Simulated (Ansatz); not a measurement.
C7H6O2, SMILES `O=COc1ccccc1`, charge 0, multiplicity 1.

(1) Give a relaxed structure at PBE0-D4/def2-TZVP (Ansatz 0.2.0). (Best estimate.)

## Answers

(1) The calculation gave: 
Cartesian coordinates in Å:
```
O -2.427 1.437 1.040
C -1.469 1.782 1.656
O -0.205 1.357 1.484
C 0.078 0.424 0.494
C 0.782 -0.701 0.882
C 1.153 -1.630 -0.078
C 0.819 -1.429 -1.408
C 0.115 -0.293 -1.779
C -0.260 0.645 -0.830
H -1.472 2.512 2.478
H 1.033 -0.835 1.927
H 1.705 -2.514 0.219
H 1.108 -2.157 -2.157
H -0.148 -0.131 -2.817
H -0.812 1.531 -1.111
```
This is one stationary point; other conformers may exist.
